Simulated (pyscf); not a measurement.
AsH₂• + H₃Si–SiH(SiH₃)–SiH₃ -> AsH₃ + H₃Si–Si•(SiH₃)–SiH₃, a hydrogen abstraction (doublet surface; H–Si broken, As–H formed). Single points on ωB97X-D3(BJ)/def2-SVP structures (PySCF, gas phase). Energies in kJ/mol from the separated reactants.

Small-basis levels: PySCF, no dispersion term, spherical d functions. Open shells are spin-unrestricted. 

Problem. Quick BP86/6-31G*+LANL2DZ single points give ΔE‡ = 21.3 kJ/mol and ΔE = +35.3 kJ/mol. What does ωB97M-D3(BJ)/def2-TZVP give, and how far is the quick result from it?

Solution. ωB97M-D3(BJ)/def2-TZVP gives ΔE‡ = 42.6 kJ/mol and ΔE = +40.7 kJ/mol. BP86/6-31G*+LANL2DZ lies 21.4 kJ/mol under it in the barrier and 5.4 kJ/mol under it in the reaction energy, so on this step it does not hold to within 12.6 kJ/mol. At BP86/6-31G*+LANL2DZ this geometry lies under one side, so its ΔE‡ may be no barrier of that level. ωB97M-D3(BJ)/def2-TZVP has limits of its own. This is the saddle that the search found; another between the same sides may lie lower. The angle at the transferred H is 158°. In the def2 sets elements up to Kr have no core potential.
